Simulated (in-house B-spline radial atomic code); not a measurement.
The numbers below are computed, except where a source is named.
## B ion on Ti atom: potential, deflection and energy transfer

The pair potential comes from two frozen, spherical free-atom densities (PBE, B-spline radial code, scalar-relativistic past argon): electrostatics plus the change in Thomas-Fermi kinetic and Dirac exchange energy where they overlap, the recipe behind the universal ZBL potential, which averages such potentials (from solid-state densities) over many pairs. It is written V = (Z1 Z2 e²/r) φ(r/a), with e² = 14.3996 eV·Å and a = 0.46850 Å/(Z1^0.23 + Z2^0.23); ZBL's fit is φ = 0.18175 e^(−3.1998x) + 0.50986 e^(−0.94229x) + 0.28022 e^(−0.4029x) + 0.02817 e^(−0.20162x). Where φ falls below 4e-4 it is continued as an exponential.

Masses 10.81 and 47.87 u.

```
x = r/a  φ, this pair    φ, ZBL
    0.1        0.8967    0.8928
    0.5        0.6367    0.6096
    1.5        0.3275    0.2995
      3        0.1525    0.1292
      5       0.06483   0.05224
      8       0.02062   0.01705
     12      0.005261   0.00474
     17     0.0005973  0.001212
```

Q: At x = 5 the electrostatic, kinetic and exchange parts are 28.52, 146.82 and -22.62 eV. Find r, V and φ.

A: a = 0.46850/(1.4480 + 2.0359) = 0.13448 Å, so r = 0.67238 Å. V = 28.52 + 146.82 + (-22.62) = 152.72 eV. The bare repulsion is 5 × 22 × 14.3996/0.67238 = 2355.7 eV, so φ = 0.0648, +24.1 % against ZBL's 0.0522. The kinetic (Pauli) term is 96 % of V here.

Q: The ion comes in at 0.1444 keV with impact parameter 0.2690 Å. The scattering integral gives a centre-of-mass angle of 124.2° and a closest approach of 5.653 a. What are the reduced energy, the energy passed on and the laboratory angles?

A: ε = E a M2/(Z1 Z2 e² (M1 + M2)) = 144.4 × 6.9259e-05 = 0.01. The most that one collision can pass on is γE with γ = 4 M1 M2/(M1 + M2)² = 0.6011. Here T = γE sin²(θ/2) = 0.6011 × 144.4 × 0.7809 = 67.78 eV. The ion turns by arctan(sin θ/(cos θ + M1/M2)) = 112.1° (second quadrant: it bounces back), and the struck atom leaves at (180° − θ)/2 = 27.9°. The closest approach is 0.760 Å. With ZBL the angle would be 119.98° and T = 65.08 eV.
